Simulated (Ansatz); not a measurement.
Reaction (cleavage of the Ga–Al bond): `[NH2][AlH][GaH2]` + `C=N` → `C=[N][GaH2]` + `[NH2][AlH2]`

Program: Ansatz. Geometries: PBE0-D4/def2-TZVP. ΔE: electronic, gas phase. CCSD(T)/CBS is the MP2 limit (def2-TZVPP, def2-QZVPP) plus CCSD(T) − MP2 in def2-TZVPP, frozen cores. This one scheme is used for every species. Functionals use def2-TZVPP. For Ga outer-core shells are correlated without core-valence functions, which leaves a few kJ/mol of doubt a bond. Scalar relativity is left out up to krypton. One conformer a species, not always the lowest.

Task: Is it downhill or uphill in electronic energy at CCSD(T)/CBS, and by how much? (Estimate.)

Result: Ansatz gave: Downhill: ΔE = -9.3 kJ/mol.

Task: What do these levels give: PBE0-D4, CAM-B3LYP-D4, revPBE, RPA@PBE/def2-TZVPP, HF/def2-SVP, SCS-MP2/def2-TZVPP? (Estimate.)

Result: Computed: PBE0-D4 -1.9, CAM-B3LYP-D4 -17.6, revPBE -1.2, RPA@PBE/def2-TZVPP -7.6, HF/def2-SVP -18.6, SCS-MP2/def2-TZVPP -18.0 kJ/mol.

Largest T1 diagnostic among the species: 0.017.

From r2SCAN to r2SCAN0 (25 % exact exchange), in def2-TZVPP and without D4, ΔE moves by +4.7 kJ/mol. At CCSD(T), def2-SVP lies −11.7 kJ/mol from the extrapolated value and def2-TZVPP −0.4 kJ/mol. Leaving LDA and LC-ωPBE aside and taking each functional with its dispersion term where it has one, the values, not all of them listed here, spread over 20.4 kJ/mol, from B97M-V to HSE06-D4. LDA lies −12.7 kJ/mol from PBE without D4.
